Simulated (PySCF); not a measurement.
C3H4FNSi, SMILES F[Si@H]1C=CC=N1. Coordinates come from a ωB97X-D3(BJ)/def2-SVP optimisation. The structure was generated by enumeration; whether it is a known compound was not checked.

Computed with PySCF with ωB97X-D3(BJ)/def2-SVP.

Harmonic wavenumbers (cm⁻¹): 143, 230, 407, 453, 525, 666, 722, 750, 770, 852, 884, 942, 961, 985, 1033, 1093, 1321, 1371, 1643, 1731, 2320, 3107, 3202, 3254. Rotational constants (GHz): 5.815, 2.707, 2.099; symmetry number 1.

Q: Work out the zero-point energy and the ideal-gas rigid-rotor harmonic-oscillator thermochemistry at 298.15 K and 1 atm.

A: ZPE = ½ Σ hcν = ½ × 29364 cm⁻¹ = 175.64 kJ/mol. H − E(el) = 192.60 kJ/mol. Entropy in J/(mol K): translation 166.32, rotation 111.62, vibration 37.34, total 315.28. G − E(el) = 98.60 kJ/mol. Cp = 92.46 J/(mol K). Modes under 150 cm⁻¹ make the vibrational entropy uncertain.
